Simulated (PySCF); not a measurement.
Isomers of [C3H2NO3S]- (charge -1), one GFN2-xTB conformer each. Single-point energies are computed at PBE0/pcSseg-1 (PySCF, gas phase, no added dispersion term), electronic only.

| SMILES | GFN2-xTB relative energy (kcal/mol) |
| --- | --- |
| C=C(C#N)S(=O)(=O)[O-] | 0.0 |
| N#C/C=C\S(=O)(=O)[O-] | 7.1 |

Conformers: `[N:1]#[C:2]/[CH:3]=[CH:4]\[S:5](=[O:6])(=[O:7])[O-:8]` (charge -1) with N1–C2–C3–C4 180°.

Q: What does PBE0/pcSseg-1 give for the same structures?

A: 
```tsv
SMILES	PBE0/pcSseg-1 E (Eh)	PBE0/pcSseg-1 (kcal/mol)	GFN2-xTB (kcal/mol)	point group
C=C(C#N)S(=O)(=O)[O-]	-793.48999	0.0	0.0	Cs
N#C/C=C\S(=O)(=O)[O-]	-793.47730	8.0	7.1	Cs
```

Both levels put the same isomer lowest.
